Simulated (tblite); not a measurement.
Species: C5H7NO2.
Numbering: `[CH2:1]=[CH:2][C:3](=[O:4])[CH2:5][C:6]([NH2:7])=[O:8]` (hydrogens: H9, H10 on C1; H11 on C2; H12, H13 on C5; H14, H15 on N7)

Computed with GFN2-xTB (tblite), gas phase: Langevin dynamics at 400 K from the optimised GFN2-xTB geometry, time step 0.5 fs, friction 0.01 fs⁻¹, 2000 steps. The instantaneous temperature is 2·E(kin)/(3Nk) with all 3N coordinates.

```csv
t (fs),T (K),E(pot) above start (eV),C1=C2 (Å),C2–C3 (Å),C3=O4 (Å),C3–C5 (Å),C5–C6 (Å),C1–H9 (Å),C1–C2–C3–O4 (°)
0,319,0.000,1.328,1.474,1.216,1.509,1.538,1.078,6
25,141,0.639,1.335,1.519,1.246,1.485,1.526,1.195,14
50,336,0.394,1.335,1.470,1.196,1.505,1.547,1.113,6
75,291,0.553,1.314,1.474,1.192,1.509,1.550,0.992,-4
100,285,0.646,1.297,1.510,1.256,1.521,1.586,1.148,-2
125,345,0.446,1.325,1.457,1.260,1.528,1.516,1.107,-18
150,246,0.674,1.353,1.500,1.186,1.501,1.541,1.024,-26
175,301,0.468,1.317,1.503,1.188,1.555,1.555,1.088,-20
200,304,0.647,1.282,1.472,1.224,1.499,1.574,1.132,-12
225,346,0.494,1.318,1.426,1.240,1.534,1.572,1.068,6
250,372,0.483,1.329,1.462,1.231,1.573,1.547,1.050,16
275,307,0.737,1.342,1.451,1.185,1.479,1.607,1.174,12
300,400,0.490,1.304,1.461,1.231,1.500,1.554,1.099,-2
325,378,0.657,1.308,1.463,1.240,1.557,1.517,1.007,-8
350,357,0.702,1.345,1.482,1.188,1.506,1.564,1.118,7
375,353,0.666,1.351,1.467,1.193,1.517,1.531,1.148,33
400,368,0.542,1.343,1.454,1.260,1.476,1.536,1.044,36
425,351,0.458,1.328,1.423,1.228,1.534,1.532,1.105,42
450,381,0.646,1.320,1.496,1.200,1.567,1.551,1.141,27
475,435,0.656,1.298,1.446,1.231,1.466,1.570,1.045,34
500,480,0.490,1.319,1.511,1.213,1.473,1.549,1.059,16
525,260,0.910,1.352,1.563,1.199,1.554,1.530,1.139,37
550,280,0.820,1.328,1.497,1.228,1.505,1.568,1.128,22
575,438,0.789,1.324,1.497,1.221,1.483,1.620,0.993,50
600,524,0.590,1.347,1.499,1.211,1.496,1.474,1.125,32
625,446,0.589,1.341,1.461,1.204,1.515,1.577,1.165,33
650,453,0.574,1.313,1.477,1.236,1.474,1.619,1.011,19
675,433,0.636,1.293,1.522,1.194,1.572,1.463,1.063,1
700,391,0.699,1.306,1.428,1.190,1.485,1.585,1.158,8
725,489,0.548,1.344,1.512,1.221,1.485,1.518,1.100,-2
750,422,0.875,1.358,1.456,1.241,1.538,1.440,1.003,-3
775,439,0.830,1.309,1.450,1.235,1.563,1.610,1.097,-21
800,464,0.702,1.301,1.526,1.176,1.501,1.563,1.086,-20
825,403,0.765,1.303,1.476,1.216,1.492,1.469,1.043,-28
850,388,0.882,1.357,1.471,1.266,1.573,1.558,1.154,-17
875,532,0.525,1.336,1.460,1.214,1.519,1.523,1.085,-15
900,381,0.745,1.311,1.434,1.172,1.582,1.504,1.036,-2
925,474,0.862,1.294,1.529,1.250,1.539,1.612,1.134,22
950,386,0.831,1.351,1.513,1.230,1.516,1.574,1.090,40
975,269,0.870,1.362,1.454,1.183,1.518,1.499,1.073,41
1000,256,0.774,1.333,1.504,1.221,1.549,1.615,1.065,42
```

**Question.** From 500 fs on, how do temperature and potential energy compare with equipartition?

**Answer.** The mean temperature of these 21 frames is 410 K against the target 400 K, and the mean potential energy 0.73 eV against 39 × kT/2 = 0.67 eV for 39 classical harmonic modes. For 15 atoms in a canonical ensemble the temperature itself scatters by T·√(2/(3N)) = 84 K; here its standard deviation is 81 K. The whole run lasts only 10 friction times of 100 fs, so these averages carry a wide statistical error.

**Question.** What are the kinetic and total energies of the listed frame with the highest potential energy?

**Answer.** The one at 525 fs, 0.910 eV above the start. Its kinetic energy is 3NkT/2 = 0.504 eV at 260 K, so the sum is 1.41 eV; over the listed frames the sum runs from 0.62 to 1.78 eV, since the thermostat adds and removes energy.

**Question.** How much do the listed bonds fluctuate from 500 fs on?

**Answer.** 
```
 bond  at the start (Å)  mean (Å)  standard deviation (Å)
C1=C2             1.328     1.328                   0.022
C2–C3             1.474     1.488                   0.034
C3=O4             1.216     1.215                   0.024
C3–C5             1.509     1.521                   0.034
C5–C6             1.538     1.546                   0.055
C1–H9             1.078     1.086                   0.050
```

The motion is classical and holds no zero-point motion.

What follows is the cost of the whole dynamics run. Time: 17 s; peak memory 0.18 GiB. Hardware: an Arm Neoverse N1 with one thread (shared host).
